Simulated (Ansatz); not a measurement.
A nudged elastic band was laid between two geometries of BClFH₄NO (9 atoms, charge 0, multiplicity 1).

Level of theory: Ansatz, RKS PBE-D4/def2-SVP.

```
movable images  : 5
climbing image  : yes
spring          : 5.0 eV/Å²
optimiser       : quadratic models (default)
start path      : through a guess of the saddle point
force threshold : 0.03 eV/Å
iteration limit : 60
end points      : relaxed
```

Image 0:

```xyz
9
Properties=species:S:1:pos:R:3
B -0.053 0.176 0.263
Cl 0.099 -0.798 1.875
F 1.061 -0.029 -0.539
O -1.318 0.137 -0.357
H -1.558 -0.780 -0.573
N 0.064 1.745 0.769
H 0.995 1.922 1.171
H -0.098 2.388 -0.022
H -0.645 1.920 1.496
```

Image 6:

```xyz
9
Properties=species:S:1:pos:R:3
B -0.076 0.506 -0.299
Cl -0.243 -0.001 3.136
F 0.975 -0.285 -0.594
O -1.339 0.190 -0.700
H -1.371 -0.681 -1.134
N 0.149 1.685 0.488
H 1.093 2.068 0.562
H -0.582 2.397 0.541
H -0.059 0.801 2.083
```

Q: Which bonds break or form, and what moves?

A: Bonds broken: B1–Cl2, N6–H9. Bonds formed: Cl2–H9. BClFH4NO becomes BFH3NO + ClH.

Q: What energy profile does the band end with?

A: The run converged. The highest image is number 3 of 0 to 6, 0.74 eV above the first end and 0.39 eV above the last; the last end lies 0.34 eV above the first. A vibrational analysis at the climbing image gives one clearly imaginary mode, 655i cm⁻¹: a first-order saddle point. The orbitals stay closed-shell, which can raise the energy where a bond breaks towards radicals; this wasn't checked here.

```
image  path coordinate (Å)  energy (eV)  B1–Cl2 (Å)  N6–H9 (Å)  Cl2–H9 (Å)
    0                 0.00         0.00        1.89       1.03        2.84
    1                 0.75         0.01        1.89       1.03        2.65
    2                 1.51         0.10        1.96       1.04        2.23
    3                 2.26         0.74        2.54       1.25        1.62
    4                 2.66         0.48        2.86       1.61        1.39
    5                 3.06         0.36        3.23       1.83        1.34
    6                 3.46         0.34        3.48       1.84        1.34
```

Q: What is the geometry of the highest image?

A: 
```xyz
9
Properties=species:S:1:pos:R:3
B -0.074 0.379 0.001
Cl -0.297 -0.292 2.440
F 1.035 -0.300 -0.333
O -1.293 0.175 -0.562
H -1.392 -0.733 -0.901
N 0.129 1.735 0.665
H 1.070 2.135 0.559
H -0.599 2.429 0.455
H -0.031 1.153 1.758
```

Q: What are the harmonic wavenumbers there?

A: 655i, 162, 196, 306, 349, 387, 470, 502, 659, 832, 863, 904, 964, 1294, 1298, 1441, 1461, 1579, 3433, 3541, 3758 cm⁻¹.

The band took 17 iterations and roughly 2.1 core-minutes.

The run took 65 s on 2 threads of Intel(R) Xeon(R) 6975P-C (Granite Rapids), on a shared host, peak memory 0.15 GiB.
